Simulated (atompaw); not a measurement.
**How hard is this lanthanum (La) PAW (atompaw) potential?**

- Element: La (Z = 57)
- Generator: atompaw 4.2.0.5
- Type: PAW
- Functional: LDA (PW92)
- Relativity: scalar-relativistic
- Frozen core: [Kr]
- Valence charge: 21
- Reference configuration: 4d10 4f0 5s2 5p6 5d0 6s0 6p0 (charge +3)
- Partial waves: 5s (bound): rc 1.95 bohr; 6s (bound, empty): rc 2.20 bohr; 5p (bound): rc 2.20 bohr; 6p (bound, empty): rc 0.65 bohr; 4d (bound): rc 1.35 bohr; 5d (bound, empty): rc 2.20 bohr; 4f (bound, empty): rc 1.35 bohr; 4f channel at 3.25 Ry: rc 1.35 bohr
- Local potential: bessel scheme, radius 1.50 bohr
- Core correction: smooth core density matched at 1.10 bohr
- Augmentation charge: sinc compensation charge, radius 1.65 bohr; PAW radius 2.20 bohr; waves and projectors: custom rrkj gramschmidtortho

The pseudo-atom Hamiltonian at the reference potential is diagonalised in spherical Bessel functions j_l(qr) that vanish at 20 bohr, with q² up to the cutoff. All-electron valence levels (Ry): 5s -4.5502, 6s -1.4944, 5p -3.3012, 6p -1.1569, 4d -9.3517, 5d -1.7261, 4f -2.0326.

Problem. How do the lowest levels (Ry) of each channel move with the cutoff, and are there ghosts?

Solution.

```json
{"cutoff (Ry)": "8", "s #1": "-4.5414", "s #2": "-1.4920", "s #3": "-0.7119", "p #1": "-3.2414", "p #2": "-1.1396", "p #3": "-0.5883", "p #4": "-0.3639", "d #1": "-1.7197", "d #2": "-0.7173", "d #3": "-0.4227", "f #1": "-0.7458", "f #2": "-0.4304", "Σ f·Δε (mRy)": "76696.6"}
{"cutoff (Ry)": "12", "s #1": "-4.5491", "s #2": "-1.4940", "s #3": "-0.7127", "p #1": "-3.2939", "p #2": "-1.1673", "p #3": "-0.6000", "p #4": "-0.3709", "d #1": "-1.7332", "d #2": "-0.7248", "d #3": "-0.4268", "f #1": "-0.7626", "f #2": "-0.4377", "Σ f·Δε (mRy)": "76230.3"}
{"cutoff (Ry)": "18", "s #1": "-4.5501", "s #2": "-1.4943", "s #3": "-0.7128", "p #1": "-3.3010", "p #2": "-1.1754", "p #3": "-0.6043", "p #4": "-0.3736", "d #1": "-3.4211", "d #2": "-1.7240", "d #3": "-0.7246", "f #1": "-0.7710", "f #2": "-0.4414", "Σ f·Δε (mRy)": "59307.1"}
{"cutoff (Ry)": "30", "s #1": "-4.5501", "s #2": "-1.4944", "s #3": "-0.7129", "p #1": "-3.3012", "p #2": "-1.1790", "p #3": "-0.6075", "p #4": "-0.3761", "d #1": "-8.3933", "d #2": "-1.7261", "d #3": "-0.7268", "f #1": "-0.8053", "f #2": "-0.4562", "Σ f·Δε (mRy)": "9584.3"}
{"cutoff (Ry)": "40", "s #1": "-4.5502", "s #2": "-1.4944", "s #3": "-0.7129", "p #1": "-3.3012", "p #2": "-1.1866", "p #3": "-0.6184", "p #4": "-0.3867", "d #1": "-9.2122", "d #2": "-1.7262", "d #3": "-0.7274", "f #1": "-1.2309", "f #2": "-0.5979", "Σ f·Δε (mRy)": "1394.6"}
{"cutoff (Ry)": "50", "s #1": "-4.5502", "s #2": "-1.4944", "s #3": "-0.7129", "p #1": "-3.3012", "p #2": "-1.4936", "p #3": "-1.1045", "p #4": "-0.5834", "d #1": "-9.3367", "d #2": "-1.7262", "d #3": "-0.7275", "f #1": "-1.8776", "f #2": "-0.6626", "Σ f·Δε (mRy)": "149.9"}
{"cutoff (Ry)": "60", "s #1": "-4.5502", "s #2": "-1.4944", "s #3": "-0.7129", "p #1": "-3.3012", "p #2": "-2.2678", "p #3": "-1.1503", "p #4": "-0.5916", "d #1": "-9.3492", "d #2": "-1.7262", "d #3": "-0.7275", "f #1": "-2.0051", "f #2": "-0.6684", "Σ f·Δε (mRy)": "24.7"}
{"cutoff (Ry)": "80", "s #1": "-4.5502", "s #2": "-1.4944", "s #3": "-0.7129", "p #1": "-3.3012", "p #2": "-2.5281", "p #3": "-1.1541", "p #4": "-0.5928", "d #1": "-9.3502", "d #2": "-1.7262", "d #3": "-0.7275", "f #1": "-2.0311", "f #2": "-0.6692", "Σ f·Δε (mRy)": "15.2"}
{"cutoff (Ry)": "110", "s #1": "-4.5502", "s #2": "-1.4944", "s #3": "-0.7129", "p #1": "-3.3012", "p #2": "-2.6453", "p #3": "-1.1553", "p #4": "-0.5932", "d #1": "-9.3515", "d #2": "-1.7262", "d #3": "-0.7275", "f #1": "-2.0322", "f #2": "-0.6693", "Σ f·Δε (mRy)": "2.1"}
{"cutoff (Ry)": "140", "s #1": "-4.5502", "s #2": "-1.4944", "s #3": "-0.7129", "p #1": "-3.3012", "p #2": "-2.7817", "p #3": "-1.1565", "p #4": "-0.5936", "d #1": "-9.3516", "d #2": "-1.7262", "d #3": "-0.7275", "f #1": "-2.0324", "f #2": "-0.6693", "Σ f·Δε (mRy)": "0.9"}
{"cutoff (Ry)": "180", "s #1": "-4.5502", "s #2": "-1.4944", "s #3": "-0.7129", "p #1": "-3.3012", "p #2": "-2.8192", "p #3": "-1.1568", "p #4": "-0.5937", "d #1": "-9.3516", "d #2": "-1.7262", "d #3": "-0.7275", "f #1": "-2.0325", "f #2": "-0.6693", "Σ f·Δε (mRy)": "0.4"}
{"cutoff (Ry)": "400", "s #1": "-4.5502", "s #2": "-1.4944", "s #3": "-0.7129", "p #1": "-3.3012", "p #2": "-2.8298", "p #3": "-1.1569", "p #4": "-0.5938", "d #1": "-9.3517", "d #2": "-1.7262", "d #3": "-0.7275", "f #1": "-2.0326", "f #2": "-0.6693", "Σ f·Δε (mRy)": "0.0"}
```

Result: ghost state, extra bound levels that the all-electron valence spectrum of the same l lacks: p at -38.5 eV (a true bound ghost makes a file unfit for plane-wave use); 10 mRy is reached at 90 Ry and 1 mRy at 140 Ry.
